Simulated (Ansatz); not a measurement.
**Counterpoise correction, worked out**

The pair of GeH$_{4}$ (SMILES [GeH4], atoms 1–5) and H$_{2}$O$_{2}$ (SMILES OO, atoms 6–9), both closed shells, in one local arrangement (a lower one may exist), relaxed at PBE0-D4/def2-TZVP:

Ge1  (-0.120, 0.114, -1.463)
H2  (0.160, 1.242, -0.450)
H3  (-1.459, -0.551, -1.136)
H4  (1.025, -0.903, -1.416)
H5  (-0.179, 0.756, -2.857)
O6  (-0.185, 0.370, 2.264)
O7  (0.014, -0.884, 1.622)
H8  (-0.155, 0.972, 1.506)
H9  (0.899, -1.116, 1.930)
(Å)

Program: Ansatz 0.2.0. Basis: def2-TZVPPD. Cores are frozen in the correlated methods. Filled d shells of the heavier atoms are correlated. The def2 sets are not built for correlating such inner shells, so the correlated values are less sure here.

CCSD(T) total energies in eV:

| system | geometry | basis functions | energy |
| --- | --- | --- | --- |
| pair | pair | all | -60664.04842 |
| GeH$_{4}$ | as in the pair | all (partner as ghosts) | -56544.98436 |
| H$_{2}$O$_{2}$ | as in the pair | all (partner as ghosts) | -4118.98488 |
| GeH$_{4}$ | as in the pair | its own | -56544.95830 |
| H$_{2}$O$_{2}$ | as in the pair | its own | -4118.97463 |
| GeH$_{4}$ | free (PBE0-D4 minimum) | its own | -56544.96256 |
| H$_{2}$O$_{2}$ | free (PBE0-D4 minimum) | its own | -4118.97673 |

Problem. Work out the interaction energy with and without the counterpoise correction, the superposition error, and the binding energy from the relaxed fragments.

Solution. Without correction: -60664.04842 − (-56544.95830) − (-4118.97463) = -0.11549 eV.
With correction (each fragment in the whole basis): -60664.04842 − (-56544.98436) − (-4118.98488) = -0.07918 eV = -1.83 kcal/mol.
The superposition error is the difference, 0.03631 eV, 31 % of the uncorrected value: each fragment borrows its partner's functions.
Deformation from the free shapes: 0.00426 eV for GeH$_{4}$ and 0.00210 eV for H$_{2}$O$_{2}$.
Binding energy from relaxed fragments: -0.07918 + 0.00426 + 0.00210 = -0.07282 eV = -1.68 kcal/mol (electronic, without zero-point energy; negative means bound). For comparison, the corrected interaction energy by CCSD(T) at an estimated basis limit (MP2 extrapolated from triple and quadruple zeta, plus CCSD(T) − MP2 in triple zeta) is -0.093 eV; triple zeta with the correction binds less.

No T1 diagnostic of these runs exceeds 0.013.

For scale, one of the runs: CCSD(T)/def2-TZVPPD, 236 basis functions, launched by `ansatz run in.yaml --threads 4 --pin off --events-out ev --progress --plain --max-ram 9574MiB`. Time: 69 s of wall clock on 4 CPU threads of an Intel Xeon Platinum 8488C; the host was shared. Peak host memory: 4.5 GiB.
